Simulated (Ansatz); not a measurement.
`FB(F)[CH2][SbH2]` at its PBE0-D4/def2-TZVP geometry, where that method's forces vanish. Charge 0, multiplicity 1. Sb takes the def2 core potential.

```tsv
atom	x (Å)	y (Å)	z (Å)
F1	0.119	-1.814	-1.099
B2	-0.235	-0.538	-1.037
F3	-1.412	-0.235	-1.568
C4	0.653	0.523	-0.363
Sb5	0.124	0.644	1.759
H6	1.715	0.276	-0.376
H7	0.501	1.531	-0.750
H8	-1.560	0.665	1.462
H9	0.095	-1.052	1.973
```

**Question.** For each bond, give half the difference of the two atoms' forces along it (eV/Å; positive pushes the atoms apart) under PBE-D4, r2SCAN-D4, B3LYP-D4, ωB97M-V in def2-TZVPP. (Estimate.)

**Answer.** The calculation gave: 
```json
{"bond": "F1–B2", "length (Å)": "1.326", "PBE-D4": "0.45", "r2SCAN-D4": "0.14", "B3LYP-D4": "0.15", "ωB97M-V": "0.16"}
{"bond": "B2–F3", "length (Å)": "1.326", "PBE-D4": "0.45", "r2SCAN-D4": "0.14", "B3LYP-D4": "0.16", "ωB97M-V": "0.16"}
{"bond": "B2–C4", "length (Å)": "1.539", "PBE-D4": "-0.26", "r2SCAN-D4": "-0.12", "B3LYP-D4": "-0.10", "ωB97M-V": "-0.02"}
{"bond": "C4–Sb5", "length (Å)": "2.190", "PBE-D4": "0.21", "r2SCAN-D4": "0.12", "B3LYP-D4": "0.28", "ωB97M-V": "-0.11"}
{"bond": "C4–H6", "length (Å)": "1.090", "PBE-D4": "0.10", "r2SCAN-D4": "-0.02", "B3LYP-D4": "-0.09", "ωB97M-V": "-0.06"}
{"bond": "C4–H7", "length (Å)": "1.090", "PBE-D4": "0.10", "r2SCAN-D4": "-0.02", "B3LYP-D4": "-0.09", "ωB97M-V": "-0.06"}
{"bond": "Sb5–H8", "length (Å)": "1.710", "PBE-D4": "0.23", "r2SCAN-D4": "0.03", "B3LYP-D4": "0.07", "ωB97M-V": "-0.14"}
{"bond": "Sb5–H9", "length (Å)": "1.710", "PBE-D4": "0.23", "r2SCAN-D4": "0.03", "B3LYP-D4": "0.07", "ωB97M-V": "-0.14"}
```

B3LYP here is the variant with VWN-RPA as its local correlation; programs differ in this.

All numbers were calculated with Ansatz.
